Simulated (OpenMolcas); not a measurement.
Which level was it?

CuF has 2 atoms, charge 0, and is taken as a singlet. SMILES: `[F][Cu]`. Geometry: relaxed at PBE0-D4/def2-TZVP.

```xyz
2

F     0.7510   -0.2689    0.3771
Cu   -0.7510    0.2689   -0.3771
```

A calculation with OpenMolcas 26.06 gave:

The total energy is -1740.3361 Eh and the dipole moment is 4.91 D. The HOMO energy is -6.00 eV. The LUMO energy is -3.34 eV and the HOMO–LUMO gap is 2.65 eV. The largest force is 0.325 eV/Å.

Problem. Which of these levels gave the numbers?
A. M06-L/def2-TZVPP
B. PBE/def2-TZVPP
C. HF/def2-TZVPP
D. B2PLYP/def2-TZVPP

Solution. A. The others give -1740.0727 Eh (PBE/def2-TZVPP), -1738.4176 Eh (HF/def2-TZVPP), -1740.1854 Eh (B2PLYP/def2-TZVPP).
